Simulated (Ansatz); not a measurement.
Gas-phase electronic energies from Ansatz, PBE0-D4/def2-TZVP geometries. CCSD(T)/CBS is the MP2 limit (def2-TZVPP, def2-QZVPP) plus CCSD(T) − MP2 in def2-TZVPP, frozen cores. DFT in def2-TZVPP. B3LYP here is the variant with VWN-RPA as its local correlation; programs differ in this. Each species was taken in one conformer, which may not be the lowest.

Consider the ligand exchange at a B–O bond: `CB(O)OCF` + `OCS` → `CB(O)SCO` + `OCF`.

(1) Is it downhill or uphill in electronic energy at CCSD(T)/CBS, and by how much? (Estimate.)

(2) What do these levels give: PBE-D4, r2SCAN-D4, B3LYP-D4, PBE, PBE0, HF/def2-TZVPP, SCS-MP2/def2-TZVPP, CCSD/def2-TZVPP, CCSD(T)/def2-TZVPP, HF/def2-QZVPP, SCS-MP2/def2-QZVPP, HF/CBS(def2)? (An estimate is asked.)

Largest T1 diagnostic among the species: 0.012.

Results:

(1) Computed: Uphill: ΔE = +47.8 kJ/mol.

(2) Ansatz gave: PBE-D4 34.6, r2SCAN-D4 43.1, B3LYP-D4 49.4, PBE 37.6, PBE0 43.5, HF/def2-TZVPP 71.3, SCS-MP2/def2-TZVPP 51.0, CCSD/def2-TZVPP 55.3, CCSD(T)/def2-TZVPP 50.3, HF/def2-QZVPP 72.5, SCS-MP2/def2-QZVPP 50.0, HF/CBS(def2) 72.7 kJ/mol.

In def2-TZVPP, CCSD(T) changes the Hartree–Fock value by −21.0 kJ/mol (the triples alone add −5.0 kJ/mol) and MP2 by −26.2 kJ/mol. From PBE to PBE0 (25 % exact exchange), in def2-TZVPP and without D4, ΔE moves by +5.9 kJ/mol.
